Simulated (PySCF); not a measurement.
CH3S, charge -1, singlet, at a GFN2-xTB geometry; R2SCAN/STO-3G in PySCF.

PySCF was given this input:
```python
from pyscf import gto, scf, dft

mol = gto.M(
    atom='''
C    -0.031589    1.108495    0.006189
S     0.019821   -0.695564   -0.003883
H    -1.068375    1.463682   -0.032915
H     0.434815    1.501210    0.917701
H     0.505949    1.513161   -0.859785
''',
    basis='sto-3g',
    charge=-1,
    spin=0,
    verbose=4,
)

mf = dft.RKS(mol)
mf.xc = 'r2scan'
mf.DIIS = scf.EDIIS
mf.kernel()
mf.analyze()
```

**Question.** Write the output that PySCF gives for this input, abridged.

**Answer.** 
```
PySCF version 2.14.0

[INPUT] verbose = 4
[INPUT] num. atoms = 5
[INPUT] num. electrons = 26
[INPUT] charge = -1
[INPUT] spin (= nelec alpha-beta = 2S) = 0
[INPUT] symmetry False subgroup None
[INPUT] Mole.unit = angstrom
[INPUT] Symbol           X                Y                Z      unit          X                Y                Z       unit  Magmom
[...]
nuclear repulsion = 48.2298310562048
number of shells = 11
number of NR pGTOs = 51
number of NR cGTOs = 17
basis = sto-3g
ecp = {}

******** <class 'pyscf.dft.rks.RKS'> ********
method = RKS
initial guess = minao
damping factor = 0
level_shift factor = 0
DIIS = <class 'pyscf.scf.diis.EDIIS'>
diis_start_cycle = 1
diis_space = 8
diis_damp = 0
SCF conv_tol = 1e-09
SCF conv_tol_grad = None
SCF max_cycles = 50
direct_scf = True
direct_scf_tol = 1e-13
XC library pyscf.dft.libxc version 7.1.2
    S. Lehtola, C. Steigemann, M. J. T. Oliveira, and M. A. L. Marques,  SoftwareX 7, 1–5 (2018)
XC functionals = r2scan
    J. W. Furness, A. D. Kaplan, J. Ning, J. P. Perdew, and J. Sun,  J. Phys. Chem. Lett. 11, 8208–8215 (2020)
    J. W. Furness, A. D. Kaplan, J. Ning, J. P. Perdew, and J. Sun,  J. Phys. Chem. Lett. 11, 9248–9248 (2020)
    J. W. Furness, A. D. Kaplan, J. Ning, J. P. Perdew, and J. Sun,  J. Phys. Chem. Lett. 11, 8208–8215 (2020)
    J. W. Furness, A. D. Kaplan, J. Ning, J. P. Perdew, and J. Sun,  J. Phys. Chem. Lett. 11, 9248–9248 (2020)
radial grids:
    Treutler-Ahlrichs [JCP 102, 346 (1995); DOI:10.1063/1.469408] (M4) radial grids

becke partition: Becke, JCP 88, 2547 (1988); DOI:10.1063/1.454033
pruning grids: <function nwchem_prune>
grids dens level: 3
symmetrized grids: False
atomic radii adjust function: <function treutler_atomic_radii_adjust>
small_rho_cutoff = 0
Set gradient conv threshold to 3.16228e-05
Initial guess from minao.
tot grids = 62424
init E= -432.837033074313
[...]
cycle= 1 E= -432.918784002155  delta_E= -0.0818  |g|= 0.293  |ddm|= 2.74
[...]
cycle= 2 E= -432.94525019439  delta_E= -0.0265  |g|= 0.21  |ddm|= 1.37
[...]
cycle= 3 E= -432.968062699776  delta_E= -0.0228  |g|= 0.0656  |ddm|= 0.653
[...]
cycle= 4 E= -432.968062699788  delta_E= -1.23e-11  |g|= 0.0656  |ddm|= 1e-09
[...]
cycle= 5 E= -432.968062700736  delta_E= -9.48e-10  |g|= 0.0656  |ddm|= 7.44e-08
[...]
cycle= 6 E= -432.968062698662  delta_E= 2.07e-09  |g|= 0.0656  |ddm|= 1.63e-07
[...]
cycle= 7 E= -432.968062700317  delta_E= -1.65e-09  |g|= 0.0656  |ddm|= 1.3e-07
[...]
cycle= 8 E= -432.968062699772  delta_E= 5.45e-10  |g|= 0.0656  |ddm|= 4.27e-08
[...]
cycle= 9 E= -432.968062699763  delta_E= 8.98e-12  |g|= 0.0656  |ddm|= 7.27e-10
[...]
cycle= 10 E= -432.968850430928  delta_E= -0.000788  |g|= 0.0304  |ddm|= 0.116
[...]
cycle= 11 E= -432.968838084011  delta_E= 1.23e-05  |g|= 0.0394  |ddm|= 0.155
[...]
cycle= 12 E= -432.969391052164  delta_E= -0.000553  |g|= 0.00938  |ddm|= 0.0715
[...]
cycle= 13 E= -432.969391052093  delta_E= 7.1e-11  |g|= 0.00938  |ddm|= 2.26e-08
[...]
cycle= 14 E= -432.96939105235  delta_E= -2.57e-10  |g|= 0.00938  |ddm|= 8.02e-08
[...]
cycle= 15 E= -432.969391052118  delta_E= 2.32e-10  |g|= 0.00938  |ddm|= 7.14e-08
[...]
cycle= 16 E= -432.969391052214  delta_E= -9.63e-11  |g|= 0.00938  |ddm|= 2.91e-08
[...]
cycle= 17 E= -432.969391052196  delta_E= 1.85e-11  |g|= 0.00938  |ddm|= 6.13e-09
[...]
cycle= 18 E= -432.96931170678  delta_E= 7.93e-05  |g|= 0.0187  |ddm|= 0.0375
[...]
cycle= 19 E= -432.969390975461  delta_E= -7.93e-05  |g|= 0.00814  |ddm|= 0.0235
[...]
cycle= 20 E= -432.969415254098  delta_E= -2.43e-05  |g|= 0.00365  |ddm|= 0.0235
[...]
cycle= 21 E= -432.96941525394  delta_E= 1.58e-10  |g|= 0.00365  |ddm|= 9.25e-08
[...]
cycle= 22 E= -432.969415254031  delta_E= -9.08e-11  |g|= 0.00365  |ddm|= 5.34e-08
[...]
cycle= 23 E= -432.96941525408  delta_E= -4.89e-11  |g|= 0.00365  |ddm|= 2.86e-08
[...]
cycle= 24 E= -432.969415253849  delta_E= 2.3e-10  |g|= 0.00365  |ddm|= 1.36e-07
[...]
cycle= 25 E= -432.969415253948  delta_E= -9.87e-11  |g|= 0.00365  |ddm|= 5.84e-08
[...]
cycle= 26 E= -432.969413848023  delta_E= 1.41e-06  |g|= 0.00441  |ddm|= 0.00347
[...]
cycle= 27 E= -432.969419072981  delta_E= -5.22e-06  |g|= 0.00133  |ddm|= 0.0049
[...]
cycle= 28 E= -432.969418594603  delta_E= 4.78e-07  |g|= 0.00187  |ddm|= 0.00622
[...]
cycle= 29 E= -432.969419672682  delta_E= -1.08e-06  |g|= 0.000789  |ddm|= 0.00277
[...]
cycle= 30 E= -432.969419700266  delta_E= -2.76e-08  |g|= 0.000727  |ddm|= 0.000275
[...]
cycle= 31 E= -432.969419675169  delta_E= 2.51e-08  |g|= 0.000779  |ddm|= 0.000102
[...]
cycle= 32 E= -432.969419685553  delta_E= -1.04e-08  |g|= 0.000762  |ddm|= 0.000198
[...]
cycle= 33 E= -432.969419677289  delta_E= 8.26e-09  |g|= 0.000779  |ddm|= 8.47e-05
[...]
cycle= 34 E= -432.969419665718  delta_E= 1.16e-08  |g|= 0.000801  |ddm|= 0.000202
[...]
cycle= 35 E= -432.969419841074  delta_E= -1.75e-07  |g|= 0.000276  |ddm|= 0.00142
[...]
cycle= 36 E= -432.969419839095  delta_E= 1.98e-09  |g|= 0.000275  |ddm|= 0.000276
[...]
cycle= 37 E= -432.96941975161  delta_E= 8.75e-08  |g|= 0.000597  |ddm|= 0.000426
[...]
cycle= 38 E= -432.969419863082  delta_E= -1.11e-07  |g|= 7e-05  |ddm|= 0.000744
[...]
cycle= 39 E= -432.969419841401  delta_E= 2.17e-08  |g|= 0.000272  |ddm|= 0.000288
[...]
cycle= 40 E= -432.969419860656  delta_E= -1.93e-08  |g|= 0.000113  |ddm|= 0.000229
[...]
cycle= 41 E= -432.969419864245  delta_E= -3.59e-09  |g|= 2.59e-05  |ddm|= 0.000179
[...]
cycle= 42 E= -432.969419859008  delta_E= 5.24e-09  |g|= 0.000129  |ddm|= 0.00015
[...]
cycle= 43 E= -432.969419848989  delta_E= 1e-08  |g|= 0.00022  |ddm|= 0.000122
[...]
cycle= 44 E= -432.969419857736  delta_E= -8.75e-09  |g|= 0.000146  |ddm|= 0.000105
[...]
cycle= 45 E= -432.969419862602  delta_E= -4.87e-09  |g|= 7.94e-05  |ddm|= 0.000101
[...]
cycle= 46 E= -432.969419864342  delta_E= -1.74e-09  |g|= 2.61e-05  |ddm|= 0.000152
[...]
cycle= 47 E= -432.969419863226  delta_E= 1.12e-09  |g|= 6.58e-05  |ddm|= 0.000134
[...]
cycle= 48 E= -432.969419862298  delta_E= 9.28e-10  |g|= 8.29e-05  |ddm|= 0.000215
[...]
cycle= 49 E= -432.969419862137  delta_E= 1.61e-10  |g|= 8.63e-05  |ddm|= 5.69e-06
[...]
cycle= 50 E= -432.969419863033  delta_E= -8.96e-10  |g|= 6.91e-05  |ddm|= 2.76e-05
SCF not converged.
SCF energy = -432.969419863033
**** SCF Summaries ****
Total Energy =                        -432.969419863033011
Nuclear Repulsion Energy =              48.229831056204844
One-electron Energy =                 -706.524307047372304
Two-electron Energy =                  225.325056128134463
Two-electron Coulomb Energy =          258.204690759894902
DFT Exchange-Correlation Energy =      -32.879634631760439
HOMO-LUMO gap [eV] =                     7.761389002807412
**** MO energy ****
[...]
 ** Mulliken pop on meta-lowdin orthogonal AOs  **
 ** Mulliken pop  **
[...]
 ** Mulliken atomic charges  **
charge of    0C =     -0.24003
charge of    1S =     -0.67395
charge of    2H =     -0.02867
charge of    3H =     -0.02867
charge of    4H =     -0.02867

WARN: System has nonzero charge -1; the dipole moment is origin-dependent.
Location of origin: [0. 0. 0.]

Dipole moment(X, Y, Z, Debye): -0.04529,  1.58926,  0.00887
```

Convergence was not reached.
